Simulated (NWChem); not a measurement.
System: C₃H₅NS; SMILES C[C@@H]1N=CS1

NWChem printed, in part:

```
             Northwest Computational Chemistry Package (NWChem) 7.3.0
             --------------------------------------------------------

                             Geometry "geometry" -> ""
                             -------------------------

 Output coordinates in angstroms (scale by  1.889725989 to convert to a.u.)

  No.       Tag          Charge          X              Y              Z
 ---- ---------------- ---------- -------------- -------------- --------------
    1 C                    6.0000    -0.43596500    -1.85754700     0.29656200
    2 C                    6.0000     0.03197900    -0.65081800    -0.46780300
    3 N                    7.0000     1.34579600    -0.15473400    -0.09647900
    4 C                    6.0000     0.94622600     1.01164900     0.24418800
    5 S                   16.0000    -0.79351600     0.98138700    -0.01272500
    6 H                    1.0000    -0.39618300    -1.67310100     1.37957600
    7 H                    1.0000     0.22580500    -2.70656700     0.06280400
    8 H                    1.0000    -1.46436100    -2.12989100     0.01797900
    9 H                    1.0000    -0.04615800    -0.78575800    -1.55902200
   10 H                    1.0000     1.55824200     1.84708600     0.60810900

 Effective nuclear repulsion energy (a.u.)     217.0546093874

                                 NWChem DFT Module
                                 -----------------

 Summary of "ao basis" -> "ao basis" (spherical)
 ------------------------------------------------------------------------------
       Tag                 Description            Shells   Functions and Types
 ---------------- ------------------------------  ------  ---------------------
 C                          def2-svp                 6       14   3s2p1d
 N                          def2-svp                 6       14   3s2p1d
 S                          def2-svp                 8       18   4s3p1d
 H                          def2-svp                 3        5   2s1p

 in cosmo_initialize ...

 solvent parameters
 solvname_short: unkn
 solvname_long:  unknown
 dielec:        3.9000

          ---------------
          -cosmo- solvent
          ---------------
 Cosmo: York-Karplus, doi: 10.1021/jp992097l
 dielectric constant -eps-     =   3.90
 screen = (eps-1)/(eps    )    =   0.74359
 surface charge correction     = lagrangian

   van der Waals surface
 --------------------------

 ---------- ATOMIC COORDINATES (A.U.) ------------ VDWR(ANG.) --
     1   -0.82385439   -3.51025484    0.56042092     2.000
     2    0.06043155   -1.22986769   -0.88401949     2.000
     3    2.54318568   -0.29240486   -0.18231887     1.830
     4    1.78810786    1.91173941    0.46144841     2.000
     5   -1.49952781    1.85455252   -0.02404676     2.160
     6   -0.74867731   -3.16170244    2.60702062     1.300
     7    0.42670958   -5.11467000    0.11868235     1.300
     8   -2.76724104   -4.02491038    0.03397538     1.300
     9   -0.08722597   -1.48486731   -2.94612439     1.300
    10    2.94465040    3.49048642    1.14915938     1.300
 number of segments per atom =         32
 number of   points per atom =         32
 atom (   nspa,  nppa )
 ----------------------
    1 (     17,     0 )       0
    2 (      5,     0 )       0
    3 (     14,     0 )       0
    4 (     16,     0 )       0
    5 (     21,     0 )       0
    6 (     16,     0 )       0
    7 (     15,     0 )       0
    8 (     14,     0 )       0
    9 (     16,     0 )       0
   10 (     15,     0 )       0
 number of -cosmo- surface points =      149
 molecular surface =    119.772 angstrom**2
 molecular volume  =    105.397 angstrom**3
 G(cav/disp)       =      1.459 kcal/mol
 -lineq- algorithm             =   0
 -bem- low  level              =   2
 -bem- from -octahedral-
 gaussian surface charge width =   4.50000
 degree of switching           =   1.00000
 switching function tolerance  =   0.00010
 atomic radii =
 --------------
    1  6.000  2.000
    2  6.000  2.000
    3  7.000  1.830
    4  6.000  2.000
    5 16.000  2.160
    6  1.000  1.300
    7  1.000  1.300
    8  1.000  1.300
    9  1.000  1.300
   10  1.000  1.300
 ...... end of -cosmo- initialization ......

[...]

                                   COSMO solvation results
                                   -----------------------

                 gas phase energy =      -569.634688666310
                 sol phase energy =      -569.640370522197
 (electrostatic) solvation energy =         0.005681855886 (    3.57 kcal/mol)

                       DFT Final Molecular Orbital Analysis
                       ------------------------------------

 Vector   21  Occ=2.000000D+00  E=-3.425261D-01
              MO Center=  2.3D-01, -2.3D-02, -1.2D-01, r^2= 3.1D+00
   Bfn.  Coefficient  Atom+Function         Bfn.  Coefficient  Atom+Function
  ----- ------------  ---------------      ----- ------------  ---------------
    90     -0.278591   9 H  s                20      0.271365   2 C  pz
    34      0.202614   3 N  pz               48     -0.202751   4 C  pz
    69     -0.198613   5 S  pz               66     -0.169581   5 S  pz
    47      0.157331   4 C  py                6     -0.152458   1 C  pz
    75     -0.153064   6 H  s                51     -0.144172   4 C  pz

 Vector   22  Occ=2.000000D+00  E=-2.847028D-01
              MO Center=  6.7D-01,  1.7D-01, -5.2D-02, r^2= 2.8D+00
   Bfn.  Coefficient  Atom+Function         Bfn.  Coefficient  Atom+Function
  ----- ------------  ---------------      ----- ------------  ---------------
    32      0.412322   3 N  px               67     -0.317925   5 S  px
    35     -0.300558   3 N  px               31     -0.255188   3 N  s
    64     -0.240531   5 S  px               18      0.212045   2 C  px
    68      0.183236   5 S  py               33     -0.178376   3 N  py
    46      0.149687   4 C  px               30     -0.146797   3 N  s

 Vector   23  Occ=2.000000D+00  E=-2.618888D-01
              MO Center= -2.6D-01,  6.8D-01, -4.2D-02, r^2= 2.4D+00
   Bfn.  Coefficient  Atom+Function         Bfn.  Coefficient  Atom+Function
  ----- ------------  ---------------      ----- ------------  ---------------
    69      0.552112   5 S  pz               66      0.371367   5 S  pz
    34      0.284697   3 N  pz               68     -0.234184   5 S  py
    37     -0.228549   3 N  pz               63      0.211458   5 S  pz
    65     -0.153926   5 S  py               33     -0.092030   3 N  py
    62     -0.087419   5 S  py               36      0.083461   3 N  py

 Vector   24  Occ=0.000000D+00  E=-9.801253D-03
              MO Center=  8.2D-01,  5.1D-01,  5.5D-02, r^2= 2.5D+00
   Bfn.  Coefficient  Atom+Function         Bfn.  Coefficient  Atom+Function
  ----- ------------  ---------------      ----- ------------  ---------------
    51      0.566567   4 C  pz               37     -0.443051   3 N  pz
    48      0.443017   4 C  pz               34      0.373978   3 N  pz
     3      0.333867   1 C  s                69     -0.276187   5 S  pz
    91     -0.204394   9 H  s                86     -0.202238   8 H  s
    50     -0.175231   4 C  py               36      0.169248   3 N  py

 Vector   25  Occ=0.000000D+00  E=-5.598642D-03
              MO Center= -4.7D-01,  5.7D-01, -6.9D-02, r^2= 2.9D+00
   Bfn.  Coefficient  Atom+Function         Bfn.  Coefficient  Atom+Function
  ----- ------------  ---------------      ----- ------------  ---------------
    17      1.019952   2 C  s                68      0.767522   5 S  py
    45     -0.761442   4 C  s                22      0.485213   2 C  py
    69      0.334045   5 S  pz               67      0.304852   5 S  px
    19      0.299867   2 C  py               49      0.261892   4 C  px
    96      0.256033  10 H  s                44     -0.243303   4 C  s

 Vector   26  Occ=0.000000D+00  E= 8.816645D-02
              MO Center=  1.9D-01,  8.7D-02, -3.4D-02, r^2= 4.7D+00
   Bfn.  Coefficient  Atom+Function         Bfn.  Coefficient  Atom+Function
  ----- ------------  ---------------      ----- ------------  ---------------
    31      1.047148   3 N  s                 3     -0.812809   1 C  s
    21     -0.775497   2 C  px               60     -0.731261   5 S  s
    67     -0.712118   5 S  px               81      0.687196   7 H  s
    96     -0.604251  10 H  s                50      0.580350   4 C  py
    45      0.562282   4 C  s                49     -0.511582   4 C  px

     Multipole analysis of the density
     ---------------------------------

     L   x y z        total         alpha         beta         nuclear
     -   - - -        -----         -----         ----         -------
     0   0 0 0     -0.000000    -23.000000    -23.000000     46.000000

     1   1 0 0     -0.418590     -0.072385     -0.072385     -0.273819
     1   0 1 0     -0.118039     -0.239041     -0.239041      0.360044
     1   0 0 1     -0.034725     -0.081779     -0.081779      0.128832

     2   2 0 0    -30.324026    -75.966511    -75.966511    121.608995
     2   1 1 0      3.357654     -3.043993     -3.043993      9.445640
     2   1 0 1      0.934465      0.048805      0.048805      0.836854
     2   0 2 0    -24.545985   -125.927019   -125.927019    227.308053
     2   0 1 1      1.391255      1.159611      1.159611     -0.927967
     2   0 0 2    -27.225793    -26.065359    -26.065359     24.904926
```

Level: PBE0/def2-SVP, COSMO on the gas-phase geometry. Coordinates come from a PBE0/def2-SVP optimisation. COSMO prints the solvation energy as gas minus solution, so a positive value is a stabilisation.

Task: Which NWChem input produces such a log?

Result: Several could match; the one computed here: the input that was run:
```
start job
memory heap 200 mb stack 900 mb global 1100 mb
geometry units angstroms noautosym nocenter noautoz
  C     -0.435965    -1.857547     0.296562
  C      0.031979    -0.650818    -0.467803
  N      1.345796    -0.154734    -0.096479
  C      0.946226     1.011649     0.244188
  S     -0.793516     0.981387    -0.012725
  H     -0.396183    -1.673101     1.379576
  H      0.225805    -2.706567     0.062804
  H     -1.464361    -2.129891     0.017979
  H     -0.046158    -0.785758    -1.559022
  H      1.558242     1.847086     0.608109
end
basis spherical
  * library def2-svp
end
dft
  xc pbe0
  iterations 150
end
cosmo
  dielec 3.9
end
task dft energy
```
